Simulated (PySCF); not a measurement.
Atoms are numbered as in `[CH3:1][C@@H:2]1[CH2:3][C:4]2([CH2:5][CH2:6][C@H:7]1[OH:8])[CH2:9][CH2:10]2` (H(Xn): hydrogen on atom n). Ha(C3), Ha(C5), Ha(C6) are cis to C1 on the ring; Ha(C9), Ha(C10) are pro-R; Hb(C9), Hb(C10) are pro-S; Hb(C3), Hb(C5), Hb(C6) are trans to C1 on the ring.

Rapidly exchanging positions averaged, no solvent, relativity neglected, single conformer. GFN2-xTB structure; σ from GIAO-PBE0/pcSseg-1; PySCF 2.14.

Chemical shifts δ = σref − σ; 13C (σref 186.93) and 1H (σref 31.72) against TMS; 17O (σref 336.08) vs H2O, all at this level.

```csv
atoms,nucleus,count,Hirshfeld charge,δ (ppm)
Hb(C5),1H,1,0.04,?
Ha(C3),1H,1,0.04,?
H(C1),1H,3,0.04,1.16
Ha(C9),1H,1,0.04,0.24
Ha(C10),1H,1,0.04,0.31
Ha(C5),1H,1,0.04,1.90
C6,13C,1,-0.08,40.2
C4,13C,1,0.01,21.2
C9,13C,1,-0.09,14.5
C2,13C,1,-0.03,?
H(C2),1H,1,0.03,1.03
Hb(C3),1H,1,0.04,?
Hb(C9),1H,1,0.04,0.23
C7,13C,1,0.04,79.8
C10,13C,1,-0.09,?
O8,17O,1,-0.22,?
Ha(C6),1H,1,0.04,2.12
Hb(C10),1H,1,0.04,0.32
C3,13C,1,-0.07,?
H(O8),1H,1,0.16,?
Hb(C6),1H,1,0.03,1.15
H(C7),1H,1,0.04,3.01
C1,13C,1,-0.12,20.6
C5,13C,1,-0.07,38.1
```

Task: Complete the table.

Result: 
- C3: 46.3 ppm, sp3 CH2 in a ring; aliphatic region, no heteroatom directly attached
- C2: 45.3 ppm, sp3 CH in a ring; aliphatic region, no heteroatom directly attached
- C10: 14.2 ppm, three-membered-ring carbon; carbons of three-membered rings are unusually shielded
- Ha(C3): 1.56 ppm, hydrogen on an sp3 CH2 in a ring; far from electronegative atoms and π systems
- Hb(C5): 0.82 ppm, hydrogen on an sp3 CH2 in a ring; far from electronegative atoms and π systems
- Hb(C3): 0.77 ppm, hydrogen on an sp3 CH2 in a ring; far from electronegative atoms and π systems
- H(O8): -0.46 ppm, hydrogen on an alcohol oxygen; exchangeable, gas-phase position
- O8: 66.6 ppm, alcohol oxygen

Exchangeable OH/NH protons stand at their gas-phase positions; hydrogen bonding in a real sample shifts them, mostly to higher δ. Shifts are as computed. Against solution values, carbons near 30 ppm lie about +3 ppm off and those near 130 ppm about +5 ppm. Of 1211 compounds with measured shifts, 218 miss one by over three times the rms of a fit or turn the order of signals round; such compounds aren't used in these exercises. Experimental scales use liquid or dissolved standards, which lie at an offset from isolated H2O (liquid H2O: subtract about 36 ppm).
